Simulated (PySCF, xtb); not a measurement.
Ga(OH)2(OMe) (CH5GaO3), SMILES [OH][Ga]([OH])[O]C.

GFN2-xTB in xtb at its own geometry gives an orbital gap of 3.77 eV and a dipole moment of 0.40 D.

Coordinates come from a PBE0-D3(BJ)/def2-SVP optimisation. The structure was generated by enumeration; whether it is a known compound was not checked. One conformer was computed; it need not be the lowest.

Problem. What does r2SCAN/def2-TZVP (PySCF) give? (Estimate from the structure and the level; the computed values follow.)

Solution. gap 5.29 eV (levels -6.72 and -1.43 eV), dipole 0.25 D.
